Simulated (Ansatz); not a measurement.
`F[B]([AlH2])[SiH3]` + H₂O → `OB(F)[SiH3]` + `[AlH3]` at 298.15 K and 1 bar (formal hydrolysis of a B–Al bond).

Calculated with Ansatz (gas phase, PBE0-D4/def2-TZVP geometries, no zero-point term in ΔE). CCSD(T)/CBS is the MP2 limit (def2-TZVPP, def2-QZVPP) plus CCSD(T) − MP2 in def2-TZVPP, frozen cores. This one scheme is used for every species. One conformer a species, not always the lowest.

```tsv
species	CCSD(T)/CBS energy (Eh)	H − E (kJ/mol)	S (J/(mol·K))
`F[B]([AlH2])[SiH3]`	-658.67346	136.7	367.7
H₂O	-76.37941	66.4	188.7
`OB(F)[SiH3]`	-491.34397	139.5	316.4
`[AlH3]`	-243.78045	58.9	207.5
```

H − E and S are ideal-gas, rigid-rotor, harmonic terms from PBE0-D4/def2-TZVP, for one conformer and one mirror image of each species. 1 Eh = 2625.50 kJ/mol, R = 8.31446 J/(mol·K).

By hand: ΔE, ΔH, ΔS and ΔG.

ΔE = (-491.34397) + (-243.78045) − (-658.67346) − (-76.37941) = -0.07155 Eh = -187.9 kJ/mol. Δ(H − E) = 139.5 + 58.9 − 136.7 − 66.4 = -4.7, so ΔH = -192.6 kJ/mol. ΔS = 316.4 + 207.5 − 367.7 − 188.7 = -32.5 J/(mol·K). ΔG = -192.6 − 298.15 × (-32.5)/1000 = -182.9 kJ/mol.

By hand: the equilibrium constant, and the temperature at which ΔG would vanish if ΔH and ΔS stayed fixed.

log₁₀ K = −ΔG/(RT ln 10) = 32.0. ΔG = 0 at ΔH/ΔS = 5926 K, far beyond where these terms or the molecules hold.

ΔH outweighs TΔS. A doubt of 5 kJ/mol in ΔE shifts log₁₀ K by 0.9 here. Other conformers and mirror images would add mixing entropy, several J/(mol·K) or more a flexible species. Modes under 60 cm⁻¹, often nearly free rotors, make the harmonic entropy too high. These are equilibria of isolated gas molecules and say nothing of rates. Largest T1 diagnostic: 0.015 (customary marks: 0.02 for closed shells, 0.045 for open ones).
